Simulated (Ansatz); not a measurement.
Ideal-gas functions of H₅NOSSn, SMILES `[NH2][SnH]([OH])[SH]` at 500 K and 1 bar, from an Ansatz frequency run at PBE0-D4/def2-TZVP.

Molar mass 185.82 g/mol, point group C1 (symmetry number 1), electronic degeneracy 1, moments of inertia 113.237, 227.229, 282.297 u Å². Harmonic wavenumbers (cm⁻¹, unscaled): 70, 89, 155, 156, 172, 237, 349, 529, 557, 561, 631, 656, 693, 841, 870, 1560, 1965, 2711, 3546, 3646, 3889.

Use S(trans) = R[1.5 ln M + 2.5 ln T − 1.1517]; rotational temperatures θ = 24.2544 K / I; S(rot) = R[ln(√π/σ · √(T³/θAθBθC)) + 1.5]; for each mode x = 1.438777 ν̃/T, S = R[x/(eˣ − 1) − ln(1 − e⁻ˣ)] and H = RT x/(eˣ − 1); 1 cm⁻¹ = 0.0119627 kJ/mol; R = 8.31446 J/(mol·K).

Question: By hand: the entropy, in J/(mol·K).

Answer: Translation 184.8. Rotation: θ = 0.2142, 0.1067, 0.0859 K, giving 120.6. Vibration, mode by mode: 21.65, 19.66, 15.10, 15.04, 14.25, 11.66, 8.62, 5.58, 5.23, 5.18, 4.41, 4.17, 3.83, 2.74, 2.56, 0.52, 0.19, 0.03, 0.00, 0.00, 0.00, in all 140.4. Electronic 0.0. Sum 445.8 J/(mol·K).

Question: By hand: H − E and G − E in kJ/mol, counted from the electronic energy.

Answer: Zero-point energy ½ × 23883 × 0.0119627 = 142.9; thermal vibration 34.0; translation, rotation and pV give 4 RT = 16.6. H − E = 193.5 kJ/mol, and G − E = 193.5 − 500 × 445.8/1000 = -29.4 kJ/mol.

Vibration gives 31 % of the entropy, 41.3 J/(mol·K) of it from the modes under 150 cm⁻¹: soft modes count most, and the harmonic formula is weakest for them. The sum counts one conformer and one mirror image; others add a mixing term.
